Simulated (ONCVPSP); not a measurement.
What one change does to a pseudopotential (Au, ONCV)

ONCVPSP 4.0.1 input, shortened (lines: element, Z, core and valence counts, functional; n l f; lmax; l rc ep ncon nbas qcut; lloc lpopt rc5 dvloc0; l nproj debl; icmod fcfact rcfact), PBE, scalar-relativistic:

```
  Au 79.00   12    1        4      upf
    1    0    2.00
    2    0    2.00
    2    1    6.00
    3    0    2.00
    3    1    6.00
    3    2   10.00
    4    0    2.00
    4    1    6.00
    4    2   10.00
    4    3   14.00
    5    0    2.00
    5    1    6.00
    5    2    9.00
    3
    0    2.05    0.18    3    6    2.80
    1    2.00    0.37    4    8    3.50
    2    2.10    0.00    4    9    6.90
    3    1.60    0.24    4    8    7.70
    4    5    1.45    1.00
    0    2    2.70
    1    2    2.60
    2    1    3.00
    3    2    2.20
    0    0.00    0.00
```

In the s channel the program set the typed energies aside and used 0.050, 2.750 Ha. In the p channel the program set the typed energies aside and used 0.050, 2.650 Ha.

Change: p: nproj 3. In the s channel the program set the typed energies aside and used 0.050, 2.750 Ha. In the p channel the program set the typed energies aside and used 0.050, 2.650, 5.250 Ha.

Cutoffs: the cutoffs (Ha) at which the residual kinetic energy of the hardest occupied pseudo-wave falls to 1 and 0.1 mHa per electron; they do not see the model core or the augmentation charge, which bear on the density cutoff. Errors are all-electron minus pseudo energies relative to the spin-unpolarised reference configuration.

Question: What does the change do?

Answer: The potential gets neither clearly harder nor softer (18 Ha and 20 Ha → 18 Ha and 20 Ha); the bound ghosts move from s to p, s; the lowest positive-energy flag moves from p at 53.3 eV to p at 208.1 eV; the errors of the 3 common tests hardly move; the range in which the p phases agree widens (upper end 1.9 → at the end of the scan).

```tsv
quantity	base	changed
cutoff, loose	18 Ha	18 Ha
cutoff, tight	20 Ha	20 Ha
bound ghosts	s	p, s
GHOST(+) flags under 300 eV	p at 53.3 eV	p at 208.1 eV
tests with a reliable result	3 of 4	3 of 4
error for 5d10 6s1, meV [ΔE -30.62 eV]	+408	+408
error for 5d10, meV [ΔE -21.21 eV]	-0.3	-0.3
error for 5d8, meV [ΔE 33.88 eV]	-22	-22
s: phases at 2.09 bohr within 0.05 rad from the reference energy up to (Ha; the scan ends near 5)	4.4	4.4
p: phases at 2.03 bohr within 0.05 rad from the reference energy up to (Ha; the scan ends near 5)	1.9	to the end of the scan
d: phases at 2.14 bohr within 0.05 rad from the reference energy up to (Ha; the scan ends near 5)	0.9	0.9
f: phases at 1.62 bohr within 0.05 rad from the reference energy up to (Ha; the scan ends near 5)	5.0	5.0
```

 A true bound ghost makes a file unfit for plane-wave use even where its test errors are small: the radial tests pick states by their node count and pass the ghost by.
